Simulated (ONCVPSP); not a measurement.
## F (Z = 9), ONCV: configuration errors across variants

F (Z = 9), optimised norm-conserving Vanderbilt (ONCV), made with ONCVPSP 4.0.1 (LDA (Perdew-Wang 92), scalar-relativistic). Core [He], reference 2s2 2p5. Waves: 2s: rc 0.70 bohr, ncon 3, nbas 7, qcut 9.1 1/bohr, 2 projectors, debl 1 Ha; 2p: rc 1.60 bohr, ncon 3, nbas 7, qcut 7.9 1/bohr, 2 projectors, debl 1.7 Ha; d scattering state at 0.36 Ha: rc 1.55 bohr, ncon 5, nbas 9, qcut 6.9 1/bohr, 1 projector. Local part: polynomial inside 0.65 bohr (lpopt 5, dvloc0 0 Ha). Core correction: Teter function, fcfact 5.25, rcfact 1.65.

In the s channel the program set the typed energies aside and used -1.090, 0.250 Ha.

All-electron excitation energies from the reference (eV): (1) 2s2 2p4 19.558; (2) 2s2 2p3 58.076; (3) 2s2 2p2 118.816; (4) 2s1 2p5 38.215.

Errors AE − PS in meV (a dash: test not solved or not reliable):

```tsv
change	(1)	(2)	(3)	(4)	bound ghosts	GHOST(+) flags above zero
base	+92	+653	+2280	-98	none	none
all radii but the core radius scaled by about 0.77 (s 0.54, p 1.24, d 1.20 bohr); local potential polynomial inside 0.50 bohr (lpopt 5, dvloc0 0 Ha)	+42	+305	+1132	-37	none	s, d
all radii but the core radius scaled by about 0.89 (s 0.62, p 1.44, d 1.38 bohr); local potential polynomial inside 0.58 bohr (lpopt 5, dvloc0 0 Ha)	+64	+482	+1733	-70	none	s
all radii but the core radius scaled by about 0.95 (s 0.66, p 1.52, d 1.48 bohr); local potential polynomial inside 0.62 bohr (lpopt 5, dvloc0 0 Ha)	+78	+563	+1995	-83	none	none
all radii but the core radius scaled by about 1.07 (s 0.74, p 1.72, d 1.66 bohr); local potential polynomial inside 0.70 bohr (lpopt 5, dvloc0 0 Ha)	+113	+786	+2691	-120	none	none
all radii but the core radius scaled by about 1.23 (s 0.86, p 1.96, d 1.90 bohr); local potential polynomial inside 0.80 bohr (lpopt 5, dvloc0 0 Ha)	+159	+1061	+3537	-168	none	none
all radii but the core radius scaled by about 1.31 (s 0.92, p 2.10, d 2.04 bohr); local potential polynomial inside 0.86 bohr (lpopt 5, dvloc0 0 Ha)	+186	+1219	+4000	-196	none	none
```

(1) Give the same row for: all radii but the core radius scaled by about 1.12 (s 0.78, p 1.80, d 1.74 bohr); local potential polynomial inside 0.72 bohr (lpopt 5, dvloc0 0 Ha).

Answers

(1) +127, +871, +2966, -135; bound ghosts: none; GHOST(+) flags above zero: none.
